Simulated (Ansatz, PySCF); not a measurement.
SnClI3, SMILES [Cl][Sn]([I])([I])[I]. Atoms are numbered in the order given.

```xyz
5

Cl     0.0000     0.0000     2.7757
Sn     0.0000     0.0000     0.4179
I      2.2196     1.2815    -0.4282
I     -2.2196     1.2815    -0.4282
I      0.0000    -2.5630    -0.4282
```

Geometry optimised at B3LYP-D3(BJ)/def2-SVP. The def2 effective core potentials stand for the cores of I, Sn; spin–orbit coupling is left out.

Vertical ionisation energy (IE) and electron affinity (EA) in eV. Rows of orbital energies are one-electron estimates. Where ΔSCF, EOM or ADC give a negative EA the extra electron is unbound and the value depends on the basis.

```json
[
 {"level": "−ε(HOMO), −ε(LUMO), PBE0/def2-TZVP (PySCF)", "IE": "8.05", "EA": "3.91"},
 {"level": "−ε(HOMO), −ε(LUMO), PBE/def2-TZVP (PySCF)", "IE": "…", "EA": "…"},
 {"level": "ΔSCF, PBE/def2-SVPD (Ansatz), final states of multiplicity 2 and 2", "IE": "9.14", "EA": "2.58"}
]
```

Q: Complete the blanks. (Estimate from the structure and the level; the computed values follow.)

A: 
- −ε(HOMO), −ε(LUMO), PBE/def2-TZVP (PySCF), IE: 6.89
- −ε(HOMO), −ε(LUMO), PBE/def2-TZVP (PySCF), EA: 4.57

Q: What vertical singlet–triplet gap does ΔSCF give with PBE/def2-SVPD (Ansatz, a first-principles code)? (The exact figures need the calculation; the answer reports its results.)

A: 2.28 eV (triplet above singlet where positive).
